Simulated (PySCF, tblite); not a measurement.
**A complex of sulfuric acid and methanol**

A gas-phase complex of sulfuric acid and methanol; neutral, singlet. The structure comes from a short search (6 tight-binding starts) and was relaxed by PBE0-D3(BJ)/def2-SVPD; another way of binding may lie lower. No frequency run checks that it is a minimum.

Parts: 1 = sulfuric acid (O=S(=O)(O)O), atoms 1–7; 2 = methanol (CO), atoms 8–13.

```
atom  part   x (Å)   y (Å)   z (Å)
  O1     1   1.722   0.394  -0.081
  S2     1   0.111   0.515   0.036
  O3     1  -0.326  -0.335   1.118
  O4     1  -0.141   1.947   0.008
  O5     1  -0.380  -0.121  -1.321
  H6     1   1.984  -0.492   0.211
  H7     1  -0.369   0.613  -2.030
  C8     2   0.959   2.215  -3.433
  O9     2  -0.284   1.965  -2.798
 H10     2   1.805   2.001  -2.760
 H11     2   1.018   1.554  -4.305
 H12     2   1.018   3.258  -3.774
 H13     2  -0.355   2.510  -1.999
```

Contacts between parts, classed by geometry: H7···O9 1.557 Å (hydrogen bond, 165°); H13···O4 2.095 Å (hydrogen bond, 129°).

Interaction energies are complex less parts, with the parts frozen as they stand in it; counterpoise-corrected, in kcal/mol (PySCF).

Task: How strongly do the parts interact, level by level?

Result: 
| level | interaction | superposition error removed |
| --- | --- | --- |
| wB97M-D3(BJ)/def2-SVPD | -16.40 | -1.51 |
| PBE0-D3(BJ)/def2-SVPD | -17.19 | -1.56 |

Task: What holds them together? Decompose the wB97M-D3(BJ)/def2-SVPD energy: frozen parts, their antisymmetrised product, then relaxation.

Result: electrostatic -29.7, Pauli repulsion +33.1, orbital relaxation -18.7, dispersion correction -2.6 kcal/mol, which sum to the value before the counterpoise correction; the Pauli term holds the exchange-correlation of the frozen density too. Of the attraction, 58 % is electrostatic, 37 % is orbital relaxation, 5 % is dispersion correction.

The parts were also relaxed and run alone, at the levels used for the complex: shieldings by PBE0/pcSseg-1; core levels by delta-SCF with SCAN, pcX-2 on the ionised atom and pcseg-1 elsewhere, spin-free X2C.

Values alone: O5–H7 bond (Å): 0.969; shielding of H7 (ppm): 26.23; shielding of O9 (ppm): 332.0; shielding of H13 (ppm): 32.07; shielding of O4 (ppm): 100.6; O4 1s core level (eV): 539.13; O5 1s core level (eV): 540.77; O9 1s core level (eV): 539.00.

Task: How do these values change when the complex forms?

Result: 
```json
{"property": "O5–H7 bond (Å)", "alone": "0.969", "in the complex": "1.020", "change": "+0.052"}
{"property": "shielding of H7 (ppm)", "alone": "26.23", "in the complex": "18.50", "change": "-7.73"}
{"property": "shielding of O9 (ppm)", "alone": "332.0", "in the complex": "312.7", "change": "-19.3"}
{"property": "shielding of H13 (ppm)", "alone": "32.07", "in the complex": "28.79", "change": "-3.28"}
{"property": "shielding of O4 (ppm)", "alone": "100.6", "in the complex": "108.8", "change": "+8.2"}
{"property": "O4 1s core level (eV)", "alone": "539.13", "in the complex": "538.72", "change": "-0.41"}
{"property": "O5 1s core level (eV)", "alone": "540.77", "in the complex": "539.67", "change": "-1.10"}
{"property": "O9 1s core level (eV)", "alone": "539.00", "in the complex": "539.95", "change": "+0.95"}
```

Density functionals tend to overstate the lengthening and the red shift of so strongly bound an X–H bond.
